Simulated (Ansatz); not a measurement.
Geometry optimisation, RKS PBE/def2-SVP (Ansatz).

The input (input.yaml):

```yaml
crystal:
  periodic: [false, false, false]
  atoms:
    - { symbol: Mo, position_ang: [0.0, 0.0, 0.0] }
    - { symbol: F, position_ang: [0.0, 0.0, 2.12] }
    - { symbol: Cl, position_ang: [2.31, 0.0, 0.0] }
    - { symbol: F, position_ang: [0.0, 1.77, 0.0] }
    - { symbol: Cl, position_ang: [-2.31, 0.0, 0.0] }
    - { symbol: F, position_ang: [0.0, -1.77, 0.0] }
    - { symbol: Cl, position_ang: [0.0, 0.0, -2.31] }
    - { symbol: Br, position_ang: [-1.989, 1.7476, 0.8797] }
    - { symbol: H, position_ang: [-0.9136, 0.8028, 2.0448] }
basis:
  gaussian: { orbitals: def2-SVP }
hamiltonian:
  xc: pbe
relax:
  f_tol: 0.15
  max_steps: 25
  restrain:
    - { distance: [0, 7], at: 3.69, k: 30.0 }
    - { distance: [8, 1], at: 2.12, k: 30.0 }
    - { distance: [0, 1], at: 1.77, k: 30.0 }
    - { distance: [8, 7], at: 1.55, k: 30.0 }
output:
  orbitals: {}
```

Command:

```bash
$ ansatz run input.yaml --threads 4 --pin off --max-ram 5120MiB --backend cpu --events-out ev --progress --plain --runs-dir out
```

Problem. Where does it end, and by what steps?

Solution. It converged. The restraints hold the end off the free minimum; the threshold counts their pulls, which the force column leaves out. Restrained pairs: Mo1–Br8 (2.79 → 3.72 Å), F2–H9 (1.22 → 2.12 Å), Mo1–F2 (2.12 → 1.82 Å), Br8–H9 (1.85 → 1.50 Å). After 8 steps the energy has fallen by 6.768 eV (the restraints' own energy left out); Br8 moved furthest, 0.97 Å.

```tsv
step	energy less start (eV)	largest force component (eV/Å)	accepted
0	0.0000	7.586	yes
1	-2.5614	5.680	yes
2	-3.3318	4.975	yes
3	-4.2968	3.926	yes
4	-5.5445	2.505	yes
5	-6.4647	2.268	yes
6	-6.6224	2.260	yes
7	-6.7317	2.067	yes
8	-6.7683	1.951	yes
```

```xyz
9
Properties=species:S:1:pos:R:3
Mo 0.065 -0.125 -0.180
F -0.077 -0.007 1.631
Cl 2.367 -0.008 0.051
F -0.013 1.720 -0.300
Cl -2.217 -0.310 -0.372
F 0.178 -1.971 0.010
Cl 0.298 -0.280 -2.468
Br -2.092 2.243 1.711
H -1.412 1.289 2.651
```

Time of the run: 40 s on 4 threads of Intel(R) Xeon(R) CPU @ 2.80GHz (Skylake/Cascade Lake) (shared host), peak memory 0.49 GiB.
